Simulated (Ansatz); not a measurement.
[SiI3]- (SiI₃⁻). Charge -1, multiplicity 1. Geometry r2SCAN-D4/def2-SVPD.

```xyz
4

Si    0.3973    0.1918    0.8201
I    -2.0884   -0.7248    0.8296
I     1.5455   -1.6306   -0.7204
I     0.1456    2.1637   -0.9293
```

In the def2 sets I takes a core potential; there is no spin–orbit coupling. B3LYP takes the VWN-RPA correlation.

(1) Estimate the orbital energies around the gap (eV) in Ansatz with HF/def2-TZVPD, LDA (SPW92)/def2-TZVPD, PBE-D4/def2-TZVPD, B3LYP-D4/def2-TZVPD, CAM-B3LYP-D4/def2-TZVPD.

Results:

(1) 
| orbital | HF/def2-TZVPD | LDA (SPW92)/def2-TZVPD | PBE-D4/def2-TZVPD | B3LYP-D4/def2-TZVPD | CAM-B3LYP-D4/def2-TZVPD |
| --- | --- | --- | --- | --- | --- |
| HOMO−5 | -6.40 | -2.91 | -2.75 | -3.60 | -5.10 |
| HOMO−4 | -6.39 | -2.91 | -2.75 | -3.60 | -5.10 |
| HOMO−3 | -5.69 | -2.41 | -2.25 | -3.07 | -4.49 |
| HOMO−2 | -5.68 | -2.41 | -2.25 | -3.07 | -4.49 |
| HOMO−1 | -5.57 | -2.25 | -2.10 | -2.92 | -4.36 |
| HOMO | -4.29 | -1.65 | -1.50 | -2.21 | -3.45 |
| LUMO | 3.45 | 1.31 | 1.50 | 1.95 | 2.82 |
| LUMO+1 | 3.56 | 1.77 | 1.95 | 2.38 | 3.04 |
| LUMO+2 | 3.56 | 1.77 | 1.95 | 2.38 | 3.04 |
| LUMO+3 | 4.35 | 2.61 | 2.62 | 2.80 | 3.41 |
| LUMO+4 | 4.41 | 2.79 | 2.77 | 3.01 | 3.79 |
| LUMO+5 | 4.41 | 2.79 | 2.77 | 3.01 | 3.79 |
